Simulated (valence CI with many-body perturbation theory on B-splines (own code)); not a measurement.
**Nb36+: what each term of the Hamiltonian does**

Calculated by relativistic CI+MBPT: three valence electrons over a frozen Dirac-Fock core [He], radial functions for each j: 11 s, 11 p, 9 d, 7 f, 5 g, 2 h, 1 i, with the one-electron correlation potential Σ1, the two-electron term Σ2, the three-electron term Σ3, Breit, model QED; selected CI, second order for the rest (own B-spline code, finite nucleus).

No measured spectrum was set against this ion. As an estimate, large intervals hold to a few tenths of a per cent, small ones and those within an open d or f shell to about a per cent.

Each rung adds one term. CI alone is the Dirac-Coulomb CI over the frozen core; QED comes last and gives the full result, which names the levels. Energies are above (2s^2 2p1/2) J=1/2 on the same rung, in eV.

Levels are named by their leading jj configuration (3d3/2^4 stands for four electrons in 3d with j = 3/2), which in mixed levels can hold well under half, so a name can repeat and another be missing. Letters in brackets count levels of one name in rising energy.

```tsv
Level	CI alone	Σ1	Σ2	Σ3	Breit	QED	Full
(2s 2p1/2^2) J=1/2	107.0	-0.21	-0.05	0.00	+2.41	-2.27	106.9
(2s^2 2p3/2) J=3/2	109.7	+0.05	0.00	0.00	-2.34	+0.19	107.6
(2s 2p1/2 2p3/2) J=3/2 [a]	186.6	-0.17	-0.03	+0.01	+0.26	-2.06	184.6
(2s 2p1/2 2p3/2) J=5/2	210.6	-0.16	-0.05	0.00	-1.45	-2.05	206.9
(2s 2p1/2 2p3/2) J=3/2 [b]	247.7	-0.16	-0.15	-0.04	-0.60	-2.07	244.7
(2s 2p1/2 2p3/2) J=1/2	252.6	-0.17	-0.27	-0.05	+0.64	-2.10	250.6
(2s 2p3/2^2) J=5/2	316.2	-0.12	-0.06	-0.01	-2.74	-1.85	311.5
(2s 2p3/2^2) J=1/2	367.6	-0.11	-0.08	-0.05	-1.20	-1.86	364.3
(2s 2p3/2^2) J=3/2	370.2	-0.12	-0.29	-0.05	-2.42	-1.87	365.5
(2p1/2^2 2p3/2) J=3/2	369.1	-0.38	-0.34	-0.05	+2.19	-4.33	366.2
(2p1/2 2p3/2^2) J=3/2	458.3	-0.33	-0.34	-0.04	+0.27	-4.17	453.7
(2p1/2 2p3/2^2) J=5/2	474.9	-0.33	-0.30	-0.04	-1.40	-4.17	468.6
(2p1/2 2p3/2^2) J=1/2	501.1	-0.33	-0.27	-0.05	+0.76	-4.14	497.1
(2p3/2^3) J=3/2	593.7	-0.28	-0.28	-0.04	-2.07	-3.93	587.1
(2s^2 3s) J=1/2	2808.4	+0.33	-0.05	-0.04	-3.92	+0.70	2805.5
(2s^2 3p1/2) J=1/2	2847.9	+0.28	-0.06	-0.04	-3.18	0.00	2844.9
(2s^2 3p3/2) J=3/2	2878.2	+0.28	-0.06	-0.04	-3.78	-0.05	2874.5
(2s 2p1/2 3s) J=1/2 [a]	2885.7	+0.12	-0.04	-0.04	-1.55	-1.52	2882.7
(2s 2p1/2 3s) J=3/2	2901.1	+0.14	-0.08	-0.04	-2.44	-1.39	2897.3
```

The middle columns are the shifts that each term adds.

Q: How does the ionisation energy move along the ladder, and which term matters most?

A: CI alone 5017.3, + Σ1 5017.7, + Σ2 5017.6, + Σ3 5017.6, + Breit 5013.0, + QED 5013.1 eV. The largest step is Breit, -4.6 eV. NIST lists 5011 ± 4 eV (semi-empirical).
